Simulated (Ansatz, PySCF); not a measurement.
The pair A = CH6Ge (SMILES [CH3][GeH3]) (first 8 atoms), B = H2O (SMILES O); geometry from B3LYP-D3(BJ)/def2-TZVP.
(charge 0, multiplicity 1):
```xyz
11

C     -0.253     1.631     0.352
Ge     0.361    -0.221     0.165
H     -0.694     1.759     1.339
H     -1.000     1.858    -0.409
H      0.584     2.319     0.238
H      1.412    -0.562     1.242
H      0.999    -0.466    -1.217
H     -0.815    -1.208     0.326
O     -0.975    -0.189     3.334
H     -0.060    -0.483     3.401
H     -1.415    -0.869     2.812
```

Frozen-core correlation. Filled d and f shells under p-block atoms count as core. CBS: X⁻³ extrapolation of the correlation energy, Hartree–Fock from the larger set. MP2 and its Hartree–Fock in aug-cc-pVTZ are density fitted.

The values were computed with Ansatz (a first-principles code); PySCF for the dispersion terms. Values without a source in brackets are computed.

The monomers are drawn apart, rigid, along the line of their centres of mass. Counterpoise-corrected interaction energies (kcal/mol):

```csv
level,R = 4.732 Å,R = 6.108 Å
PBE/def2-TZVPPD,-0.5568,-0.1565
PBE-D3(BJ)/def2-TZVPPD,-0.8196,-0.2167
wB97M-V/def2-TZVPPD,-0.6774,-0.1983
"MP2/CBS(aug-cc-pVDZ, aug-cc-pVTZ) + ΔCCSD(T)/aug-cc-pVDZ",-0.6698,-0.1924
```

R is the distance of the centres of mass. Find the local exponent m of E ∝ R⁻ᵐ between the two points.


m = ln(E₁/E₂)/ln(R₂/R₁): PBE/def2-TZVPPD 5.0; PBE-D3(BJ)/def2-TZVPPD 5.2; wB97M-V/def2-TZVPPD 4.8; MP2/CBS(aug-cc-pVDZ, aug-cc-pVTZ) + ΔCCSD(T)/aug-cc-pVDZ 4.9. For scale, two fixed dipoles give m = 3, dipole and quadrupole 4, quadrupoles 5, and dispersion or dipole-induced dipole 6 at long range; at these distances several terms mix, and what is left of overlap and damping shifts m, so it need not match one of them.
